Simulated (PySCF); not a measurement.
**Exercise with solution: entropy of an ideal gas**

BF₂HS, SMILES FB(F)S.

Geometry: ωB97X-D3(BJ)/def2-SVP. Other conformers were not sampled.

ωB97X-D3(BJ)/def2-SVP in PySCF 2.14.0 gives the harmonic wavenumbers 301, 363, 418, 586, 690, 837, 1271, 1450, 2775 cm⁻¹ and the rotational temperatures 0.4774, 0.2176, 0.1495 K. The molar mass is 81.87 g/mol, the symmetry number 1, the spin multiplicity 1.

Q: Work out the entropy at 298.15 K and 1 atm in the rigid-rotor, harmonic-oscillator model.

A: 
Translation (Sackur–Tetrode at 1 atm): S = R[1.5 ln M + 2.5 ln T − 1.16487] = 163.7 J/(mol K).
Rotation: q = (√π/σ) T^1.5/√(θA θB θC) = 73200, S = R[ln q + 3/2] = 105.6 J/(mol K).
Vibration: with u = 1.4388 ν/T, each mode gives R[u/(e^u − 1) − ln(1 − e^−u)]:
```
ν (cm⁻¹)  modes     u  S (J/(mol K))
--------  -----  ----  -------------
301           1  1.45           5.91
363           1  1.75           4.64
418           1  2.02           3.76
586           1  2.83           1.98
690           1  3.33           1.33
837           1  4.04           0.75
1271          1  6.13           0.13
1450          1  7.00           0.06
```
The stiffer modes add less than 0.005 each. Sum 18.6 J/(mol K).
Spin: R ln 1 = 0.0 J/(mol K).
Total 287.9 J/(mol K); the program's own thermochemistry gives 287.9. Translation makes up 57 % and vibration 6 %. Anharmonicity, hindered rotation and orbital degeneracy are left out.
